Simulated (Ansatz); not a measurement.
Program: Ansatz. Geometries: PBE0-D4/def2-TZVP. ΔE: electronic, gas phase. CCSD(T)/CBS is the MP2 limit (def2-TZVPP, def2-QZVPP) plus CCSD(T) − MP2 in def2-TZVPP, frozen cores. Functionals use def2-TZVPP. B3LYP here is the variant with VWN-RPA as its local correlation; programs differ in this. One conformer a species, not always the lowest.

Reaction (isomerisation): `C=C(S)[SiH2][SiH3]` → `[SiH3][SiH2]CC=S`

(1) Is it downhill or uphill in electronic energy at CCSD(T)/CBS, and by how much? (Estimate.)

(2) What do these levels give: PBE-D4, PBE0-D4, B3LYP-D4, ωB97M-V, PBE0, SCS-MP2/def2-TZVPP, CCSD/def2-TZVPP, HF/def2-QZVPP, SCS-MP2/def2-QZVPP, HF/CBS(def2), MP2/CBS(def2), CCSD/CBS(def2)? (An estimate is asked.)

Largest T1 diagnostic among the species: 0.016.

Results:

(1) Ansatz gave: Downhill: ΔE = -11.3 kJ/mol.

(2) Ansatz gave: PBE-D4 -12.2, PBE0-D4 -11.6, B3LYP-D4 -9.8, ωB97M-V -11.6, PBE0 -11.4, SCS-MP2/def2-TZVPP -11.6, CCSD/def2-TZVPP -10.6, HF/def2-QZVPP -5.6, SCS-MP2/def2-QZVPP -10.9, HF/CBS(def2) -5.6, MP2/CBS(def2) -13.3, CCSD/CBS(def2) -9.2 kJ/mol.

In def2-TZVPP, CCSD(T) changes the Hartree–Fock value by −7.0 kJ/mol (the triples alone add −2.1 kJ/mol) and MP2 by −8.9 kJ/mol.
